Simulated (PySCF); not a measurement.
Rigid-rotor lines calculated for a species of formula [C5H4F3O2]- (commonest isotopes; PBE0-D3(BJ)/def2-SVP geometry optimisation, gas phase (PySCF 2.14.0)), labelled J(Ka,Kc):

| transition | MHz |
| --- | --- |
| 1(1,1) ← 0(0,0) | 3996.9 |
| 2(0,2) ← 1(0,1) | 2044.9 |
| 1(0,1) ← 0(0,0) | 1022.5 |
| 2(1,1) ← 1(1,0) | 2064.8 |
| 2(1,2) ← 1(1,1) | 2025.1 |

**Question.** Find the rotational constants.

**Answer.** 1(0,1) ← 0(0,0) is B + C, 2(1,1) ← 1(1,0) is 3B + C and 2(1,2) ← 1(1,1) is B + 3C, so B − C is half the difference of the last two, 19.9 MHz. 1(1,1) ← 0(0,0) is A + C. A = 3495.6, B = 521.2, C = 501.3 MHz.

**Question.** What moments of inertia, asymmetry and inertial defect follow?

**Answer.** I = 505379 MHz·u·Å² over each constant: Ia = 144.58, Ib = 969.72, Ic = 1008.09 u·Å²; κ = (2B − A − C)/(A − C) = -0.987 (near-prolate asymmetric top); Δ = Ic − Ia − Ib = -106.21 u·Å².

**Question.** Which dipole components do these lines need?

**Answer.** μa and μb (a-type: ΔKa even, ΔKc odd; b-type: both odd). The calculation gives |μa| = 12.47 D, |μb| = 1.67 D, |μc| = 1.52 D, about the centre of mass.

**Question.** Predict further lines from these constants: 2(1,1) ← 2(0,2); 3(2,2) ← 2(2,1); 3(1,3) ← 3(0,3); 3(3,1) ← 2(2,1); 2(1,1) ← 1(0,1); 2(1,2) ← 1(0,1); 3(1,3) ← 2(1,2); 1(1,1) ← 1(0,1); 1(1,0) ← 1(0,1); 3(3,1) ← 3(2,1).

**Answer.** 
```
     transition    MHz  type  branch
3(1,3) ← 3(0,3)   2925     c       Q
1(1,1) ← 1(0,1)   2974     c       Q
1(1,0) ← 1(0,1)   2994     b       Q
2(1,1) ← 2(0,2)   3014     b       Q
3(1,3) ← 2(1,2)   3038     a       R
3(2,2) ← 2(2,1)   3067     a       R
2(1,2) ← 1(0,1)   5000     b       R
2(1,1) ← 1(0,1)   5059     c       R
3(3,1) ← 3(2,1)  14921     c       Q
3(3,1) ← 2(2,1)  17989     c       R
```

**Question.** Which structure gave them?

**Answer.** `O=C([O-])/C=C/CC(F)(F)F`, point group C1. Three constants can't fix a structure by themselves; this is the one that was computed:
```xyz
14
C5H4F3O2 angstrom
O      3.481    0.634    1.393
C      2.744   -0.064    0.670
O      2.974   -1.132    0.072
C      1.324    0.509    0.488
C      0.400   -0.080   -0.275
C     -0.970    0.461   -0.537
C     -2.090   -0.487   -0.203
F     -2.013   -1.629   -0.900
F     -2.125   -0.816    1.092
F     -3.291    0.058   -0.496
H      1.111    1.453    1.011
H      0.706   -1.016   -0.758
H     -1.110    0.710   -1.605
H     -1.147    1.382    0.040
```

The values belong to one conformer (point group C1) with, in the numbering `[O:1]=[C:2]([O-:3])/[CH:4]=[CH:5]/[CH2:6][C:7]([F:8])([F:9])[F:10]`, C4–C5–C6–C7 -125°. No frequency check. These are rigid-rotor constants of the computed structure; measured ground-state constants (B0) also hold zero-point vibration.
